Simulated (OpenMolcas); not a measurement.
Co2+: ligand-field states by method

Co2+ with 6 ligands (fluoride) in octahedral coordination (Oh) at 2 Å. A charge of +0.667 e stands 2.8 Å behind each ligand. Ligand basis ANO-RCC-VDZP.

| Quantity | Value |
| --- | --- |
| Program | OpenMolcas 26.06 |
| Basis | ANO-RCC-VDZP [5s4p2d1f] |
| Scalar Hamiltonian | DKH2, point nucleus |
| Active space | 7 electrons in 5 orbitals (3d) |
| State averaging | 2S+1 = 4 even, 10 roots; 2S+1 = 2 even, 40 roots |
| Spin-orbit coupling | state interaction with AMFI integrals over the reference wave functions |

I. CASSCF
II. SS-CASPT2, IPEA 0.25 Eh, imaginary shift 0.1 Eh (closed shells correlated: 3s 3p and the ligand valence shells)

Spin-free states (labels of O, the rotations of Oh) in cm-1, each column counted from its own energy of the first state listed:

| State | Degeneracy | I | II |
| --- | --- | --- | --- |
| 4T1 | 3 | 0 | 0 |
| 4T2 | 3 | 6090 | 7900 |
| 4A2 | 1 | 13310 | 16670 |
| 2E | 2 | 15247 | 12750 |
| 2T1 | 3 | 20113 | 17730 |
| 2T2 | 3 | 20345 | 18080 |
| 4T1 | 3 | 23317 | 21870 |
| 2A1 | 1 | 24322 | 22670 |
| 2T1 | 3 | 25928 | 21290 |
| 2T2 | 3 | 28556 | 26330 |
| 2T1 | 3 | 29107 | 28140 |
| 2E | 2 | 31140 | 29360 |
| 2T2 | 3 | 34196 | 32200 |
| 2E | 2 | 34545 | 33940 |
| 2T1 | 3 | 34626 | 34190 |
| 2T2 | 3 | 46800 | 41260 |
| 2T1 | 3 | 47671 | 43200 |
| 2A2 | 1 | 48464 | 43650 |
| 2E | 2 | 72161 | 64400 |
| 2T2 | 3 | 72267 | 63990 |

From I to II, I's first state of the same spin (4T2) moves from 6090 to 7900 cm-1, by about +1800 cm-1.

From I to II, I's first state of another spin (2E) moves from 15247 to 12750 cm-1, by about -2500 cm-1.

I: A least-squares ligand-field fit to the states below 45000 cm-1, each weighted by its degeneracy and with a free common offset, gives 10Dq = 6910 cm-1, B = 1218 cm-1 and C = 4493 cm-1 (C/B = 3.69), with an rms deviation of 110 cm-1. The same method and metal basis give the free ion B = 1230 cm-1 (fit to its terms below 60000 cm-1, rms deviation 20 cm-1), so the nephelauxetic ratio is β = 1218 / 1230 = 0.99; it hangs on how both fits weigh the states, and computed free-ion B values tend to be too large, so β mixes covalency with correlation.

χT at 300 K: I 3.60, II 3.53 cm3 K/mol.

Roots that are degenerate in the reference are averaged as groups; the widest CASPT2 spread within a group is 130 cm-1 (the 3-fold group of multiplicity 4 near 0 cm-1 above the lowest state of its run, II). Shifts and gaps below about the spread of the groups concerned are not significant. Over all roots computed the reference weight is 0.70 to 0.71 in II; a low but even weight reflects the number of correlated electrons. An orbital triplet at a regular site is open to Jahn-Teller coupling, which can distort the site and quench the lowest spin-orbit gaps and is left out. Ligand-to-metal charge-transfer states are missing. Without dynamic correlation the repulsion within the d shell is too large (B by tens of per cent), so at a given field states of lower spin stand too high (holds for I). With no ligand orbital active B as a rule stays too high, so bands that hang on it stand too high and its fall with covalency is understated (holds for I). With metal d orbitals alone and no dynamic correlation the field as a rule comes out too small, by tens of per cent, by up to half for chloride and softer ligands, and with too little covalency χT stands high (holds for I). A single d shell leaves out the double-shell effect, which counts most for late 3d ions, where the CASPT2 field can be off either way by tens of per cent (holds for II). These CASPT2 states fit no ligand-field parameters well, so their order and spin gaps are uncertain (holds for II). For late 3d ions with one d shell CASPT2 can put B and the spin-flip bands somewhat low as well as high (holds for II). With one d shell and no ligand orbital active, 10Dq can be off by tens of per cent for divalent 3d ions, low with halides held by bare charges and at times high in hosts (holds for II). Free-ion shares, where given, are those of the reference states; single-state CASPT2 does not remix them (holds for II). The distance lies 3 % under the 2.06 Å that this model takes as the normal distance (a Shannon-type radius plus a fixed donor radius); by an R⁻⁵ law this alone changes a d-shell field by about +16 %. No measured value stands beside these numbers; the geometry was imposed, not optimised, and the real ion may take another.
